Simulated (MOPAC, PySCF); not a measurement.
H6N2Si, SMILES `N[SiH2]N` (H–N–Si–N torsion -78°, N–Si–N–H torsion -78°), neutral singlet in the gas phase. 

Cartesian coordinates (Å):
SMILES: N[SiH2]N
```xyz
9

N     -1.4150    -0.4547    -0.3060
Si    -0.0694     0.5663    -0.0141
N      1.4810    -0.0843     0.3194
H     -1.5529    -0.9182    -1.1882
H     -1.9041    -0.9206     0.4395
H     -0.4285     1.3597     1.1792
H      0.0950     1.3632    -1.2472
H      1.7213    -0.4569     1.2225
H      2.0726    -0.4546    -0.4052
```
Charge 0, spin multiplicity 1.

All levels are single points at this geometry (CAM-B3LYP-D3(BJ)/def2-TZVP); Pople sets use spherical d functions. Orbital energies aren't observables, and empty levels follow the basis.

HF/STO-3G in PySCF gives HOMO (eV) = -7.90.

### Question
Estimate the HOMO (eV) from each of these levels: CAM-B3LYP-D3(BJ)/def2-TZVP in PySCF; PBE-D3(BJ)/def2-TZVP in PySCF; M06-2X/6-31G* in PySCF; PBE/6-31G* in PySCF; HF/3-21G in PySCF; AM1 in MOPAC; PM3 in MOPAC; PM7 in MOPAC.

### Answer

```json
[
 {"level": "CAM-B3LYP-D3(BJ)/def2-TZVP in PySCF", "HOMO (eV)": "-8.43"},
 {"level": "PBE-D3(BJ)/def2-TZVP in PySCF", "HOMO (eV)": "-5.55"},
 {"level": "M06-2X/6-31G* in PySCF", "HOMO (eV)": "-8.03"},
 {"level": "PBE/6-31G* in PySCF", "HOMO (eV)": "-5.11"},
 {"level": "HF/3-21G in PySCF", "HOMO (eV)": "-10.22"},
 {"level": "AM1 in MOPAC", "HOMO (eV)": "-9.81"},
 {"level": "PM3 in MOPAC", "HOMO (eV)": "-8.58"},
 {"level": "PM7 in MOPAC", "HOMO (eV)": "-9.14"}
]
```
